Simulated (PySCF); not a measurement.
Al(F)(Et)(NH2) (C2H7AlFN), SMILES C[CH2][Al]([NH2])[F].

Geometry: B3LYP-D3(BJ)/def2-SVP. The structure was generated by enumeration; whether it is a known compound was not checked. The values are those of a single conformer.

Calculation: PySCF with HF/def2-TZVP.

The molecule is in vacuum.

```yaml
total_energy: -475.84958 hartree
point_group: Cs
highest_occupied_level: -10.99 eV
lowest_empty_level: 2.56 eV
orbital_gap: 13.55 eV
dipole_moment: 2.20 D
quadrupole, principal values (traceless, Buckingham form, about the centre of nuclear charge): -8.73, 3.82, 4.91 D·Å
mean_static_polarisability: 49.7 bohr³ (7.37 Å³)
polarisability_principal_values: 43.8, 50.7, 54.7 bohr³
```
